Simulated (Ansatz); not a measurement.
Program: Ansatz. Geometries: PBE0-D4/def2-TZVP. ΔE: electronic, gas phase. CCSD(T)/CBS adds triple-zeta CCSD(T) − MP2 to the extrapolated MP2 energy (def2 sets, frozen cores). Functionals use def2-TZVPP. B3LYP here is the variant with VWN-RPA as its local correlation; programs differ in this. def2 core potentials past Kr. For Ge, I outer-core shells are correlated without core-valence functions, which leaves a few kJ/mol of doubt a bond. Scalar relativity is left out up to krypton. Each species was taken in one conformer, which may not be the lowest.

Reaction (formal exchange of groups at a Ge–O bond): `F[SiH2][O][GeH2][Cl]` + `ClCI` → `[Cl][GeH2][Cl]` + `F[SiH2]OCI`

Task: Is it downhill or uphill in electronic energy at CCSD(T)/CBS, and by how much? (An estimate is asked.)

Result: Ansatz gave: Downhill: ΔE = -1.9 kcal/mol.

Task: What do these levels give: PBE-D4, PBE0-D4, B3LYP-D4, ωB97X-V, ωB97M-V, B2PLYP, PBE, r2SCAN, MP2/def2-TZVPP, SCS-MP2/def2-TZVPP, CCSD(T)/def2-TZVPP, HF/CBS(def2)? (Best estimate.)

Result: Computed: PBE-D4 -5.1, PBE0-D4 -4.8, B3LYP-D4 -4.2, ωB97X-V -3.2, ωB97M-V -3.4, B2PLYP -2.9, PBE -5.1, r2SCAN -4.6, MP2/def2-TZVPP -1.4, SCS-MP2/def2-TZVPP -1.0, CCSD(T)/def2-TZVPP -2.1, HF/CBS(def2) -2.9 kcal/mol.

Largest T1 diagnostic among the species: 0.011.

In def2-TZVPP, CCSD(T) changes the Hartree–Fock value by +1.2 kcal/mol (the triples alone add −0.1 kcal/mol) and MP2 by +1.9 kcal/mol.
